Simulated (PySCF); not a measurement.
Computed shifts of a molecule C5H7F, PBE0/pcSseg-1 (PySCF), GIAO, gas phase, equivalent atoms averaged, in ppm (number of nuclei): ¹³C: 172.5 (1), 139.6 (1), 132.2 (1), 98.4 (1), 23.0 (1). ¹⁹F: -121.4 (1). ¹H: 6.52 (1), 6.10 (1), 5.06 (1), 4.70 (1), 2.20 (3). References: ¹³C against TMS (σ = 186.3 ppm); ¹⁹F against CFCl3 (σ = 167.2 ppm); ¹H against TMS (σ = 31.56 ppm), references at their B3LYP-D3(BJ)/def2-TZVP geometries, non-relativistic. Coordinates come from a PBE0-D3(BJ)/def2-SVP optimisation. One conformer was computed; it need not be the lowest.

Question: Identify the compound among the candidates.
(A) C=C(C)C(=C)F
(B) FC=C1CCC1
(C) C=C(F)C1CC1
(D) C=C(F)/C=C/C

Answer: D, C=C(F)/C=C/C
